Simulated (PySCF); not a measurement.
**SMILES Cl[C@@H]1C(=C)[C@H]1[O][GeH3], C$_{4}$H$_{7}$ClGeO**

Molfile (atoms numbered from 1):
```
C4H7ClGeO
     RDKit          3D

 14 14  0  0  0  0  0  0  0  0999 V2000
   -2.3551   -1.1944    0.5807 C   0  0  0  0  0  0  0  0  0  0  0  0
   -1.3886   -0.3459    0.3407 C   0  0  0  0  0  0  0  0  0  0  0  0
   -0.9286    0.8282   -0.4060 C   0  0  1  0  0  0  0  0  0  0  0  0
   -1.5603    2.4287   -0.0258 Cl  0  0  0  0  0  0  0  0  0  0  0  0
   -0.0206    0.1349    0.5922 C   0  0  2  0  0  0  0  0  0  0  0  0
    1.0575   -0.6087    0.1404 O   0  0  0  0  0  0  0  0  0  0  0  0
    2.5472    0.0268   -0.5450 Ge  0  0  0  0  0  4  0  0  0  0  0  0
   -2.2263   -2.0140    1.2682 H   0  0  0  0  0  0  0  0  0  0  0  0
   -3.3157   -1.1018    0.0995 H   0  0  0  0  0  0  0  0  0  0  0  0
   -0.7079    0.7280   -1.4620 H   0  0  0  0  0  0  0  0  0  0  0  0
    0.1551    0.6566    1.5310 H   0  0  0  0  0  0  0  0  0  0  0  0
    2.2487    0.8152   -1.7894 H   0  0  0  0  0  0  0  0  0  0  0  0
    3.2407    0.9004    0.4614 H   0  0  0  0  0  0  0  0  0  0  0  0
    3.2532   -1.2544   -0.8081 H   0  0  0  0  0  0  0  0  0  0  0  0
  1  2  2  0
  2  3  1  0
  3  4  1  0
  3  5  1  0
  5  6  1  0
  6  7  1  0
  5  2  1  0
  1  8  1  0
  1  9  1  0
  3 10  1  6
  5 11  1  1
  7 12  1  0
  7 13  1  0
  7 14  1  0
M  END
```

Method: TDDFT CAM-B3LYP/def2-SVPD circular dichroism and optical rotation, one conformer, gas phase (PySCF). Geometry: GFN2-xTB.

The molecule is flexible and this is one conformer; a measurement averages over conformers. The calculation is non-relativistic, which matters for the atoms heavier than Zn.

Problem. Draw the ECD and absorption spectra from the lowest 8 states, each a Gaussian of half-width 0.25 eV at 1/e height.

Solution. 
```csv
E (eV),λ (nm),Δε (L mol⁻¹ cm⁻¹),ε (L mol⁻¹ cm⁻¹)
5.08,244,+0.17,8.04
5.23,237,+1.61,70.5
5.38,230,+7.75,312
5.53,224,+18.86,701
5.68,218,+23.04,798
5.83,213,+14.04,458
5.98,207,+4.24,132
6.13,202,+0.64,24.7
6.28,197,+0.24,114
6.43,193,+2.01,1150
6.58,188,+10.87,6190
6.73,184,+31.74,17900
6.88,180,+50.43,28300
7.03,176,+40.99,24900
7.18,173,+6.53,13000
7.33,169,-25.27,5320
```
Δε uses R in velocity form, ε uses f in length form. Only the states computed contribute, so the short-wavelength end is incomplete.
